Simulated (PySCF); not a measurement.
The multiplicity is imposed and other spin states were not computed.

**[Ag(H2O)(Cl)] (charge 0, multiplicity 1)**

Calculation: PySCF with TPSSh-D3(BJ)/def2-TZVP // r2SCAN-D4/def2-SVP.

```
Property                                                      Value
-------------------------------------  ----------------------------
HOMO                                                       -6.18 eV
dipole moment                                                8.70 D
HOMO–LUMO gap                                               4.17 eV
LUMO                                                       -2.01 eV
charge on the central atom (Mulliken)                        0.35 e
total energy                                           -683.6806 Ha
cost                                   very roughly 60 core-seconds
```

```xyz
5

Ag    -0.0168     0.0075     0.0244
O      0.8042     0.0608    -2.0110
H      1.2483     0.8904    -2.2376
H      0.1462    -0.0761    -2.7075
Cl    -0.8927    -0.0130     2.1210
```
Charge 0, spin multiplicity 1.
